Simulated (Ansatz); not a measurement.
Molecule: C$_{5}$H$_{5}$O, net charge 0, doublet state. It need not be the lowest isomer of its formula. SMILES: c1ccc(o1)[CH2]
Coordinates optimised at B3LYP-D3(BJ)/def2-TZVP (Ansatz, an electronic-structure program):
```xyz
11

C      1.4928     0.1180     0.5513
C      1.1618     0.7620    -0.6093
O     -0.1420     0.5512    -0.9240
C     -0.6848    -0.2580     0.0630
C      0.3307    -0.5372     0.9951
C     -2.0019    -0.6226    -0.0199
H      2.4620     0.1224     1.0212
H      1.7212     1.3789    -1.2902
H      0.2127    -1.1436     1.8768
H     -2.6188    -0.2892    -0.8399
H     -2.4330    -1.2517     0.7429
```
Charge 0, spin multiplicity 2.

Computed values are from Ansatz. Cores are frozen in the correlated levels unless marked. UHF or UKS for open shells. No spin-orbit coupling. Non-relativistic. CBS marks a two-point X^-3 extrapolation of the correlation energy; Hartree-Fock from the larger set. The bracket is a focal-point correction in the basis named.

```
Quantity                                                                            Value
---------------------  ------------------------------------------------------------------
atomisation energy De  4997.8 kJ/mol at RI-MP2/CBS(cc-pVTZ,cc-pVQZ)+[CCSD(T)-MP2]/cc-pVTZ
total energy            -268.3645 Eh at RI-MP2/CBS(cc-pVTZ,cc-pVQZ)+[CCSD(T)-MP2]/cc-pVTZ
dipole moment                                               1.02 D at CCSD(T)/aug-cc-pVDZ
T1 diagnostic                                                       0.031 at CCSD/cc-pVTZ
```

The UHF reference is spin-contaminated (<S^2> 0.33 over the pure value in the largest basis).
